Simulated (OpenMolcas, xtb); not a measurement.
A ladder of methods for CH6BeSi (BeMe(SiH3))

The species is CH6BeSi (9 atoms), meant as a singlet with charge 0. As SMILES, `[CH3][Be][SiH3]`. The shape comes from GFN2-xTB, which is rough for such elements, and wasn't checked as a minimum.

Each level gives the dipole moment (D). The values are calculated.

```
                             level            kind     program  value (D)   CPU time
                          GFN2-xTB  semi-empirical         xtb       2.46  under 2 s
                          GFN0-xTB  semi-empirical         xtb       2.27  under 2 s
                          GFN1-xTB  semi-empirical         xtb       2.65  under 2 s
                         HF/STO-3G    Hartree–Fock  OpenMolcas       0.96        2 s
                          HF/3-21G    Hartree–Fock  OpenMolcas       1.84      2.3 s
  HF/6-31+G* (spherical functions)    Hartree–Fock  OpenMolcas       1.55      4.8 s
                       HF/def2-SVP    Hartree–Fock  OpenMolcas       1.56      4.2 s
B3LYP/6-31G* (spherical functions)   global hybrid  OpenMolcas       1.58       21 s
B3LYP/6-31G* (Cartesian functions)   global hybrid  OpenMolcas       1.57       22 s
                     PBE0/def2-SVP   global hybrid  OpenMolcas          ?       22 s
```

Q: Estimate what the levels marked ? give.

A: As computed at these levels: PBE0/def2-SVP: 1.44 D. The values span 0.96 to 2.65 D. Magnitudes only: a small dipole may point the other way at some levels. Sets without polarisation functions give poor dipoles. Without the sets that lack polarisation functions the rows with a basis span only 1.44 to 1.58 D. CPU times are rough (shared hosts, several kinds of processor): they show what a rung costs within a factor of a few.
